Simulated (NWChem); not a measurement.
# C3H4F2Si; SMILES F[SiH](F)C#CC

Program: NWChem. The geometry was optimised at PBE-D3(BJ)/def2-SVP.

For level LRC-wPBEh/def2-SVP:

highest occupied level (eV): -10.14
orbital gap (eV): 11.37

Problem. What are these values for level TPSSh/def2-SVP?

Solution. The highest occupied level (eV) is -7.55 and the orbital gap (eV) comes out as 6.68.
